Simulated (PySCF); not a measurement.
`ClC[C@H]1CC[C@H]1Br`, C5H8BrCl

Molfile (atoms numbered from 1):
```
C5H8BrCl
     RDKit          3D

 15 15  0  0  0  0  0  0  0  0999 V2000
    1.9988   -1.6126    1.5757 Cl  0  0  0  0  0  0  0  0  0  0  0  0
    1.5788   -0.2447    0.5101 C   0  0  0  0  0  0  0  0  0  0  0  0
    0.3455   -0.5885   -0.3020 C   0  0  1  0  0  0  0  0  0  0  0  0
   -0.9497   -0.6423    0.5341 C   0  0  0  0  0  0  0  0  0  0  0  0
   -1.3637    0.7288   -0.0244 C   0  0  0  0  0  0  0  0  0  0  0  0
   -0.2657    0.5919   -1.0787 C   0  0  1  0  0  0  0  0  0  0  0  0
    0.8611    2.1600   -1.3814 Br  0  0  0  0  0  0  0  0  0  0  0  0
    1.4059    0.6187    1.1528 H   0  0  0  0  0  0  0  0  0  0  0  0
    2.4410   -0.0600   -0.1316 H   0  0  0  0  0  0  0  0  0  0  0  0
    0.5494   -1.4698   -0.9135 H   0  0  0  0  0  0  0  0  0  0  0  0
   -0.7980   -0.6946    1.6092 H   0  0  0  0  0  0  0  0  0  0  0  0
   -1.6152   -1.4452    0.2277 H   0  0  0  0  0  0  0  0  0  0  0  0
   -2.3774    0.8157   -0.4097 H   0  0  0  0  0  0  0  0  0  0  0  0
   -1.1815    1.5433    0.6733 H   0  0  0  0  0  0  0  0  0  0  0  0
   -0.6337    0.3074   -2.0634 H   0  0  0  0  0  0  0  0  0  0  0  0
  1  2  1  0
  2  3  1  0
  3  4  1  0
  4  5  1  0
  5  6  1  0
  6  7  1  0
  6  3  1  0
  2  8  1  0
  2  9  1  0
  3 10  1  6
  4 11  1  0
  4 12  1  0
  5 13  1  0
  5 14  1  0
  6 15  1  6
M  END
```

Theory: TDDFT wB97X-D/def2-SVPD circular dichroism and optical rotation, one conformer, gas phase in PySCF 2.14.0. Geometry: GFN2-xTB.

The molecule is flexible and this is one conformer; a measurement averages over conformers. The calculation is non-relativistic, which matters for the atoms heavier than Zn.

**Question.** Draw the ECD and absorption spectra from the lowest 8 states, each a Gaussian of half-width 0.25 eV at 1/e height.

**Answer.** 
| E (eV) | λ (nm) | Δε (L mol⁻¹ cm⁻¹) | ε (L mol⁻¹ cm⁻¹) |
| --- | --- | --- | --- |
| 5.68 | 218 | +0.01 | 3.08 |
| 5.78 | 214 | +0.04 | 13.3 |
| 5.88 | 211 | +0.11 | 41.7 |
| 5.98 | 207 | +0.25 | 95.2 |
| 6.08 | 204 | +0.41 | 158 |
| 6.18 | 201 | +0.49 | 192 |
| 6.28 | 197 | +0.42 | 170 |
| 6.38 | 194 | +0.26 | 109 |
| 6.48 | 191 | +0.12 | 51.4 |
| 6.58 | 188 | +0.04 | 17.6 |
| 6.68 | 186 | +0.01 | 4.41 |
| 6.78 | 183 | 0.00 | 0.904 |
| 6.88 | 180 | 0.00 | 1 |
| 6.98 | 178 | +0.03 | 5.87 |
| 7.08 | 175 | +0.13 | 28.4 |
| 7.18 | 173 | +0.41 | 106 |
| 7.28 | 170 | +0.90 | 320 |
| 7.38 | 168 | +1.11 | 840 |
| 7.48 | 166 | -0.11 | 1980 |
| 7.58 | 164 | -3.48 | 4080 |
| 7.68 | 161 | -7.47 | 6920 |
| 7.78 | 159 | -8.42 | 9420 |
| 7.88 | 157 | -3.54 | 10500 |
| 7.98 | 155 | +6.45 | 10600 |
| 8.08 | 153 | +17.43 | 10700 |

Δε uses R in velocity form, ε uses f in length form. Only the states computed contribute, so the short-wavelength end is incomplete.
